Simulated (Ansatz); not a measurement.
A search over several starts for the lowest SCF solution of the cluster GeTe2 at the given spin, in a small basis.

```yaml
crystal:
  periodic: [false, false, false]
  atoms:
    - {symbol: Ge, position_ang: [-0.756560, -0.626845, 1.038223]}
    - {symbol: Te, position_ang: [-0.724541, 1.114717, -0.838959]}
    - {symbol: Te, position_ang: [1.481102, -0.487872, -0.199253]}
basis:
  gaussian: {orbitals: def2-SVP}
magnetization: {spin_polarized: true, initial_magnetization: 0}
hamiltonian: {xc: pbe0, dispersion: d4}
output: {orbitals: {seedname: orbitals}}
```

```sh
$ ansatz run in.yaml --threads 4 --pin off --events-out ev --progress --plain --max-ram 3916MiB
```

Output, abridged:

```
Functional definition: PBE0
981 factors; integrals over basis functions are off by at most 2.2e-4 eV
mean field evaluation 1: about -71092.3511 eV, gradient 8.4e0 eV
mean field evaluation 2: about -71091.6182 eV, gradient 1.4e1 eV
mean field evaluation 4: about -71092.6814 eV, gradient 4.5e-1 eV
mean field evaluation 8: about -71092.7124 eV, gradient 3.5e-2 eV
mean field evaluation 16: about -71092.7124 eV, gradient 6.7e-5 eV
mean field -71092.71239174 eV, -2612.6089920253 hartree, gradient 2.6e-5 eV, S^2 0.000000; 3 other end points of the search recorded, 0 dependent functions left out
reference -71092.71241111 eV, -2612.6089927370 hartree; 40, 40 occupied and 44, 44 virtual orbitals, 981 factors
Total energy: -71092.85235801 eV, -2612.6141356906 hartree
```

It took 3 s on 4 threads of Arm Neoverse V1 on a shared host.

In the def2 sets Te takes a core potential; there is no spin–orbit coupling. The structure comes from a short search, and lower isomers may exist.
